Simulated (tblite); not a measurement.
Compound: C4H2ClF3N (doublet state).
SMILES with atom numbers: `[N:1]=[CH:2]/[C:3]([Cl:4])=[CH:5]\[C:6]([F:7])([F:8])[F:9]` (hydrogens: H10 on C2; H11 on C5)

A start from a force field or distance geometry was refined with tblite 0.8.0, GFN2-xTB geometry optimisation, gas phase. Values at the start:

```tsv
coordinate	start
N1=C2	1.447 Å
C2–C3	1.474 Å
C2–H10	1.102 Å
C3–Cl4	1.739 Å
C3=C5	1.328 Å
C5–C6	1.478 Å
C5–H11	1.084 Å
C6–F7	1.353 Å
C6–F8	1.367 Å
N1–C2–C3	122.5°
C2–C3–Cl4	117.5°
C2–C3–C5	122.9°
C3–C5–C6	126.4°
Cl4–C3–C5	119.5°
C5–C6–F7	112.5°
F7–C6–F8	107.0°
F7–C6–F9	107.6°
N1–C2–C3–Cl4	-2°
```

Question: How do these coordinates change at the GFN2-xTB level?

Answer: 
```
  coordinate  GFN2-xTB (Å or °)  change
       N1=C2              1.222  -0.225
       C6–F8              1.333  -0.034
      C3–Cl4              1.708  -0.031
       C5–C6              1.498  +0.020
       C2–C3              1.484  +0.010
       C3=C5              1.338  +0.010
       C6–F7              1.347  -0.006
      C5–H11              1.079  -0.005
      C2–H10              1.100  -0.002
    N1–C2–C3              128.2    +5.7
    C3–C5–C6              124.4    -2.0
   C2–C3–Cl4              115.6    -1.9
    F7–C6–F9              105.7    -1.9
    C2–C3–C5              124.2    +1.3
   Cl4–C3–C5              120.1    +0.6
    C5–C6–F7              112.9    +0.4
    F7–C6–F8              106.7    -0.3
N1–C2–C3–Cl4                  0      +2
```

The energy falls by 29.7 kcal/mol over 28 L-BFGS steps, the largest force on an atom goes from 8.62 to 0.010 eV/Å, and the atoms move by 0.079 Å rms after alignment. The bond that changes most is N1=C2 (ends: nitrogen bonded to C; carbon bonded to C, N and H), which shortens by 0.225 Å. Bonds longer at the end by more than 0.005 Å: 3 of 10; shorter: 5. Rotational constants go from 2349, 812.3, 677.2 to 2418, 835.4, 695.8 MHz.

Its lowest GFN2-xTB frequency is 14 cm⁻¹, too small to tell a flat minimum from a shallow saddle. 2 starts were optimised and ended at 0.00 and 0.73 kcal/mol (GFN2-xTB); the lowest of these is shown.

Shape of the structure used: `[N:1]=[CH:2]/[C:3]([Cl:4])=[CH:5]\[C:6]([F:7])([F:8])[F:9]`: N1–C2–C3–Cl4 0°, C3–C5–C6–F7 60°.

One conformer stands for the species.

The numbers are calculated, not measured.
